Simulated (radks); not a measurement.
Neutral niobium inside a hard spherical wall (all orbitals vanish at R), configuration held at [Kr] 4d4 5s1 and not refilled when levels cross. Calculated with a radial shooting solver on a logarithmic mesh with Libxc functionals: scalar-relativistic Kohn-Sham, PBEsol, spin-polarised, spherical densities, finite nucleus; open shells are filled with parallel spins first (spin-orbit coupling, left out, can overturn this in heavy ions); Fermi nuclear charge, rms radius 4.324 fm. Eigenvalues in eV for spin up, with the zero of energy where the potential of the charges vanishes at infinity; a dash marks a level that is unbound or too diffuse for the functional's potential to be trusted. A positive occupied level is held by the wall or, in an anion where self-interaction has pushed it up, behind a barrier. The pressure on the wall is -dE/dV.

| R (bohr) | E (hartree) | kinetic (hartree) | e(4s) | e(4p) | e(5s) | e(4d) | e(5p, empty) | e(6s, empty) | pressure (GPa) |
|---|---|---|---|---|---|---|---|---|---|
| free | -3817.56441 | 3930.266 | -58.644 | -34.915 | -4.527 | -3.720 | -1.334 | - | 0 |
| 15 | -3817.56440 | 3930.266 | -58.643 | -34.915 | -4.526 | -3.719 | -1.327 | 0.310 | < 0.0001 |
| 10 | -3817.56370 | 3930.273 | -58.586 | -34.858 | -4.481 | -3.669 | -1.145 | 2.160 | 0.0180 |
| 8 | -3817.55832 | 3930.312 | -58.323 | -34.600 | -4.250 | -3.443 | -0.618 | 5.198 | 0.238 |
| 6 | -3817.51179 | 3930.558 | -57.041 | -33.356 | -2.895 | -2.335 | 1.674 | 14.478 | 3.76 |
| 4 | -3817.02661 | 3932.447 | -51.169 | -27.787 | 6.715 | 3.378 | 14.975 | 53.880 | 100 |
| 3 | -3815.37464 | 3938.447 | -41.625 | -18.467 | 31.752 | 14.924 | 45.647 | 128.27 | 901 |
| 2.5 | -3812.41490 | 3948.945 | -30.455 | -6.682 | 68.056 | 30.109 | 86.760 | 218.09 | 3570 |
| 2 | -3803.46378 | 3978.102 | -4.950 | 21.617 | 155.93 | 65.528 | 180.97 | 410.00 | 18100 |
| 1.5 | -3770.57076 | 4071.547 | 73.125 | 107.97 | 403.62 | 165.24 | 434.50 | 896.12 | 130000 |
